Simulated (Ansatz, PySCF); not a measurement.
Process, species as SMILES: CCCCCSC -> CCCC[CH]SC + H atom (the C-H bond at the site shown breaks; other sites are not compared here)
Each molecule is optimised on its own at B3LYP-D3(BJ)/def2-TZVP (Ansatz, a first-principles code), one conformer each, not searched for the lowest. Frequencies are from Ansatz or PySCF.

Wanted: bond dissociation energy (0 K, with B3LYP-D3(BJ) harmonic zero-point energies), in kJ/mol. Valence correlation only, unless marked. Open shells are spin-unrestricted. Spin-orbit coupling is left out. No relativistic terms. CBS marks a two-point X^-3 extrapolation of the correlation energy; Hartree-Fock from the larger set. The bracket is a focal-point correction in the basis named.

```
level                                                                 program  bond dissociation energy (kJ/mol)
-------------------------------------------------------------  --------------  ---------------------------------
HF/cc-pV(T+d)Z                                                         Ansatz                              291.1
SVWN5/def2-TZVPD                                                       Ansatz                              398.4
BLYP-D3(BJ)/def2-TZVPD                                         Ansatz + dftd3                              362.0
r2SCAN/def2-TZVPD                                                      Ansatz                              357.5
B97M-V/def2-TZVPD                                                      Ansatz                              370.9
B3LYP/def2-TZVPD                                                       Ansatz                              368.8
PBE0/def2-QZVPP                                                        Ansatz                              363.8
BHLYP-D4/def2-TZVPD                                            Ansatz + dftd4                              371.4
HSE06-D4/def2-TZVPD                                            Ansatz + dftd4                              364.6
HSE06/def2-TZVPD                                                       Ansatz                              363.4
CAM-B3LYP-D3(BJ)/def2-TZVPD                                    Ansatz + dftd3                              374.6
B2PLYP-D4/def2-TZVPD                                           Ansatz + dftd4                              372.9
RPA@PBE/cc-pV(T+d)Z                                                    Ansatz                              379.3
MP2/cc-pV(T+d)Z                                                        Ansatz                              385.2
RI-MP2/CBS(cc-pV(T+d)Z,cc-pV(Q+d)Z)+[CCSD(T)-MP2]/cc-pV(T+d)Z          Ansatz                              388.6
```
